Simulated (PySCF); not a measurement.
Si(F)2(SiH3)2 (F2H6Si3), SMILES F[Si](F)([SiH3])[SiH3].

Geometry optimised at PBE-D3(BJ)/def2-SVP.

Method: PBE-D3(BJ)/def2-SVP (PySCF).

Frequencies are harmonic and unscaled.

Computed normal modes with their intensities:
```tsv
mode	ν (cm⁻¹)	IR (km/mol)	moving atoms (share of kinetic energy)
1	83	0.0	H 98 %
2	85	0.2	Si 63 %, H 21 %, F 16 %
3	91	0.0	H 94 %
4	124	0.0	F 78 %, Si 12 %, H 10 %
5	132	3.5	F 44 %, Si 35 %, H 21 %
6	198	28.7	F 50 %, Si 36 %, H 14 %
7	261	12.4	F 61 %, Si 35 %
8	367	9.2	Si 61 %, F 27 %, H 12 %
9	403	4.4	H 62 %, Si 37 %
10	468	0.0	H 86 %, Si 12 %
11	508	25.2	H 77 %, Si 16 %
12	513	10.1	H 75 %, Si 18 %
13	549	119.3	Si 70 %, H 27 %
14	802	149.2	H 37 %, F 37 %, Si 25 %
15	813	287.3	H 87 %, Si 13 %
16	855	0.1	H 56 %, Si 22 %, F 22 %
17	881	0.1	H 57 %, F 23 %, Si 20 %
18	888	0.0	H 98 %
19	895	19.0	H 97 %
20	899	59.1	H 95 %
21	908	124.8	H 41 %, Si 30 %, F 29 %
22	2153	56.7	H 99 %
23	2157	20.0	H 99 %
24	2170	0.0	H 96 %
25	2173	130.8	H 96 %
26	2176	46.4	H 96 %
27	2177	85.1	H 96 %
```
